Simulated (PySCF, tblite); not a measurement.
Isomers of C6H4N (doublet state), one GFN2-xTB conformer each. Single-point energies are computed at B3LYP/pcH-1 (PySCF, gas phase, no added dispersion term), electronic only. GFN2-xTB treats the open shell by occupation alone, and not every SCF solution was tested for stability.

Task: Rank them by B3LYP/pcH-1 energy, lowest first (kJ/mol).
A. `N#CC#C[C@H]1[CH]C1` [radical]
B. `[CH2:1]=[CH:2][CH:3][C:4]#[C:5][C:6]#[N:7]` (doublet state) with C1–C2–C3–C4 180°

Result: B (0.0), A (167.3).

As drawn, the higher has a three-membered ring, which the lower lacks. GFN2-xTB itself gives, in the same order: 0.0, 126.4. Both levels put the same isomer lowest.

Task: What happens when harmonic zero-point energies from GFN2-xTB frequencies are added?

Result: 
| SMILES | ZPE (kJ/mol) | electronic (kJ/mol) | with ZPE (kJ/mol) |
| --- | --- | --- | --- |
| C=C[CH]C#CC#N | 193.3 | 0.0 | 0.0 |
| N#CC#C[C@H]1[CH]C1 | 194.8 | 167.3 | 168.8 |

The zero-point energies span 1.5 kJ/mol. The order is unchanged.
